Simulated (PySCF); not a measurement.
C2H8OSSi.

```xyz
13

Si     0.2717    -0.9212     0.5670
O      1.7764    -0.1901     0.4231
C      1.9391     1.2133     0.3619
S     -1.1489    -0.3726    -0.9560
C     -1.8825     1.1447    -0.2166
H     -0.3508    -0.5565     1.8933
H      0.5366    -2.3845     0.4230
H      3.0235     1.4437     0.3283
H      1.4670     1.6424    -0.5519
H      1.5062     1.7307     1.2512
H     -1.2067     2.0153    -0.3188
H     -2.8151     1.3501    -0.7751
H     -2.1328     0.9895     0.8508
```

Geometry: PBE-D3(BJ)/def2-SVP. The values are those of a single conformer.

These are HF/pcSseg-1 (PySCF) values and carry that method's errors. Non-relativistic, no solvent.

Computed absolute GIAO shielding of each atom: isotropic value and principal components (ppm):
```
atom  σ(iso)    σ11    σ22    σ33   span
----  ------  -----  -----  -----  -----
Si1    398.8  354.1  410.8  431.6   77.5
O2     327.0  260.6  344.6  375.7  115.1
C3     141.1  119.2  120.6  183.5   64.3
S4     698.1  621.2  676.7  796.3  175.2
C5     173.4  160.2  169.5  190.5   30.3
H6      27.0   23.0   26.0   31.9    8.9
H7      26.9   22.5   25.3   32.9   10.5
H8      27.7   23.2   25.4   34.6   11.4
H9      28.1   23.5   27.7   33.0    9.5
H10     28.4   25.0   26.1   34.0    9.0
H11     29.4   23.6   28.0   36.5   12.9
H12     29.2   23.4   26.4   38.0   14.6
H13     29.7   24.7   27.5   36.8   12.0
```
